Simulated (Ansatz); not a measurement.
Consider the ligand exchange at the Sn–C bond: `C#[C][SnH2][Cl]` + CH₃SH → `C[S][SnH2][Cl]` + `C#C`.

Calculated with Ansatz (gas phase, PBE0-D4/def2-TZVP geometries, no zero-point term in ΔE). CCSD(T)/CBS adds triple-zeta CCSD(T) − MP2 to the extrapolated MP2 energy (def2 sets, frozen cores). This one scheme is used for every species. DFT in def2-TZVPP. def2 core potentials past Kr. For Sn outer-core shells are correlated without core-valence functions, which leaves a few kJ/mol of doubt a bond. Each species was taken in one conformer, which may not be the lowest.

| level | ΔE (kJ/mol) |
| --- | --- |
| LDA (SPW92) | -54.7 |
| BLYP | -47.8 |
| r2SCAN | -51.4 |
| SCS-MP2/def2-TZVPP | -37.7 |

**Question.** What does CCSD(T)/CBS give? (An estimate is asked.)

**Answer.** Ansatz gave: -49.2 kJ/mol. The listed levels differ from it by -5.5, 1.4, -2.2, 11.5 kJ/mol.

Largest T1 diagnostic among the species: 0.013.

From BLYP to BHLYP (50 % exact exchange), in def2-TZVPP and without D4, ΔE moves by +3.6 kJ/mol. The D4 term adds −6.4 kJ/mol with B3LYP and −3.6 kJ/mol with PBE0; it sums over pairs of atoms, weighted by their polarisabilities, and B3LYP, whose exchange is more repulsive, gets the larger term. Leaving LDA and LC-ωPBE aside and taking each functional with its dispersion term where it has one, the values, not all of them listed here, spread over 10.8 kJ/mol, from BLYP-D4 to B2PLYP. LDA lies −3.7 kJ/mol from PBE without D4.

B3LYP here is the variant with VWN-RPA as its local correlation; programs differ in this.
